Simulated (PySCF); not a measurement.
# First-order multiplets

Atoms are numbered as in `[CH3:1][C:2](=[O:3])[O:4][C@@H:5]1[CH2:6][CH2:7][c:8]2[cH:9][cH:10][cH:11][cH:12][c:13]2[CH2:14]1`; H(Xn) means a hydrogen on atom n. Ha(C6), Ha(C7), Ha(C14) are cis to O4 on the ring; Hb(C6), Hb(C7), Hb(C14) are trans to O4 on the ring.

Theory: σ from GIAO-B97-2/pcSseg-1, PBE0-D3(BJ)/def2-SVP structure, J couplings at B3LYP/pcJ-1 (without the spin–dipole term), in PySCF 2.14.0 with density-fitted response routines (equivalent nuclei averaged, non-relativistic Hamiltonian, one computed conformer, gas phase).

References, each an isolated molecule treated in the same way: 13C vs TMS.

Spectrometer: 800 MHz for 1H. First-order analysis; couplings under 1 Hz (under 4 Hz in carbon signals) are ignored, and nearly equal couplings are merged; the smaller ones broaden or split the lines further.

**Question.** What pattern does C9 show in the proton-coupled 13C spectrum?

**Answer.** A doublet of doublets of doublets at δ 130.9: 162.4 Hz to H(C9) (1 × 1H, 1 bond away), 8.2 Hz to H(C11) (1 × 1H, 3 bonds away), 5.0 Hz to Ha(C7) (1 × 1H, 3 bonds away). Lines in Hz from the centre (relative intensity): +87.8 (1), +82.8 (1), +79.6 (1), +74.6 (1), -74.6 (1), -79.6 (1), -82.8 (1), -87.8 (1). The outer lines are 175.6 Hz apart, the sum of the couplings kept, or 0.873 ppm at this field.

**Question.** What pattern does C2 show in the proton-coupled 13C spectrum?

**Answer.** A quartet at δ 170.7: 6.2 Hz to H(C1) (3 × 1H, 2 bonds away). Lines in Hz from the centre (relative intensity): +9.3 (1), +3.1 (3), -3.1 (3), -9.3 (1). The outer lines are 18.6 Hz apart, the sum of the couplings kept, or 0.092 ppm at this field.

**Question.** What pattern does C1 show in the proton-coupled 13C spectrum?

**Answer.** A quartet at δ 22.4: 136.3 Hz to H(C1) (3 × 1H, 1 bond away). Lines in Hz from the centre (relative intensity): +204.4 (1), +68.2 (3), -68.2 (3), -204.4 (1). The outer lines are 408.9 Hz apart, the sum of the couplings kept, or 2.033 ppm at this field.

**Question.** What pattern does C13 show in the proton-coupled 13C spectrum?

**Answer.** A doublet of triplets of triplets at δ 136.1: 8.1 Hz to H(C11) (1 × 1H, 3 bonds away), 6.9 Hz to Ha(C14) and H(C9) (2 × 1H, 2 or 3 bonds away), 5.2 Hz to Hb(C14) and Ha(C7) (2 × 1H, 2 or 3 bonds away). Lines in Hz from the centre (relative intensity): +16.1 (1), +10.9 (2), +9.2 (2), +8.1 (1), +5.8 (1), +4.0 (4), +2.9 (2), +2.4 (1), +1.1 (2), -1.1 (2), -2.4 (1), -2.9 (2), -4.0 (4), -5.8 (1), -8.1 (1), -9.2 (2), -10.9 (2), -16.1 (1). The outer lines are 32.3 Hz apart, the sum of the couplings kept, or 0.161 ppm at this field.

Unscaled 3J(H,H) at this level run about 10 % above measured values.
